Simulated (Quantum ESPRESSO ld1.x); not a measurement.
Species: Ge+. Configuration: [Ar] 3d10 4s2 4p1. Calculated with ld1.x of Quantum ESPRESSO 7.5: Dirac Kohn-Sham, relativistic LDA (MacDonald-Vosko exchange, VWN5 correlation), spin-unpolarised, spherical densities, point nucleus; open shells are shared between the two j in proportion to 2j + 1.

Spin-orbit splittings of the eigenvalues, e(l+1/2) - e(l-1/2), with zeta = 2 splitting/(2l+1) and mean radii in bohr:

\begin{tabular}{lrrrrr}
shell & occ. & splitting (eV) & zeta (eV) & <r> j=l-1/2 & <r> j=l+1/2 \\ \hline
2p & 6 & 31.65 & 21.10 & 0.1816 & 0.1852 \\
3p & 6 & 4.271 & 2.847 & 0.6409 & 0.6518 \\
3d & 10 & 0.5870 & 0.2348 & 0.7322 & 0.7375 \\
4p & 1 & 0.2525 & 0.1684 & 2.509 & 2.547 \\
\end{tabular}
